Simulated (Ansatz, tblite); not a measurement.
Removing and adding an electron: CrMe2 (C2H6Cr). The state is a quintet with charge 0. Geometry: PBE-D4/def2-TZVP. Ansatz, gas phase; energy differences of separate SCF runs; the oxidised species was run as a quartet alone; the reduced species was run as a sextet alone.

| atom | x (Å) | y (Å) | z (Å) |
| --- | --- | --- | --- |
| Cr1 | -0.451 | 0.981 | -0.027 |
| C2 | 1.376 | 0.653 | 0.756 |
| H3 | 1.328 | -0.034 | 1.616 |
| H4 | 1.753 | 1.635 | 1.103 |
| H5 | 2.070 | 0.251 | 0.002 |
| C6 | -1.376 | -0.655 | -0.756 |
| H7 | -0.794 | -1.116 | -1.569 |
| H8 | -2.349 | -0.315 | -1.160 |
| H9 | -1.558 | -1.399 | 0.035 |

The xTB rows come from tblite.

```tsv
level	−HOMO (eV)	vertical IE (eV)	−LUMO (eV)	vertical EA (eV)	HOMO–LUMO gap (eV)	IE − EA (eV)	remarks
GFN1-xTB	–	13.20	–	4.62	–	8.58	–
PBE-D4/def2-TZVPD	4.53	–	2.59	-0.04	1.95	–	HOMO above zero (-1 sextet)
r2SCAN-D4/def2-TZVP	4.82	7.81	2.37	–	2.45	–	spin-contaminated (⟨S²⟩ 4.01) (+1 quartet)
r2SCAN-D4/def2-TZVPD	4.84	–	2.39	-0.12	2.45	–	HOMO above zero (-1 sextet)
B97M-V/def2-TZVP	4.63	7.89	2.59	–	2.04	–	spin-contaminated (⟨S²⟩ 3.98) (+1 quartet)
```

(1) Estimate the rows for GFN2-xTB, PBE-D4/def2-TZVP, BLYP-D4/def2-TZVP, PBE0-D4/def2-TZVPD.

Answers

(1) 
```csv
level,−HOMO (eV),vertical IE (eV),−LUMO (eV),vertical EA (eV),HOMO–LUMO gap (eV),IE − EA (eV),remarks
GFN2-xTB,–,11.31,–,1.78,–,9.53,–
PBE-D4/def2-TZVP,4.51,7.75,2.56,–,1.95,–,spin-contaminated (⟨S²⟩ 3.90) (+1 quartet)
BLYP-D4/def2-TZVP,4.32,7.64,2.39,–,1.93,–,spin-contaminated (⟨S²⟩ 3.88) (+1 quartet)
PBE0-D4/def2-TZVPD,5.95,–,1.47,-0.06,4.48,–,HOMO above zero (-1 sextet)
```

Run but left out: HF/def2-TZVP, PBE0-D4/def2-TZVP, LC-ωPBE/def2-TZVP, ωB97M-V/def2-TZVP, B2PLYP/def2-TZVP, MP2/def2-TZVP, CCSD/def2-TZVP, CCSD(T)/def2-TZVP (charge +1 quartet: ⟨S²⟩ 4.07 to 4.53, where a pure state has 3.75).   A HOMO above zero means that the electron is unbound at that level or that self-interaction error raises the level; the energy of removing that electron tells which. HOMO and LUMO are the levels of the spin that leaves or enters (xTB has no such levels and no spin-polarisation term). Other spin states of the ions may lie lower, which would lower the ionisation energy or raise the affinity. Raw xTB energy differences between charge states are shifted by several eV; the methods need an empirical correction for them. A negative affinity means that the extra electron isn't bound; its size then hangs on the basis.
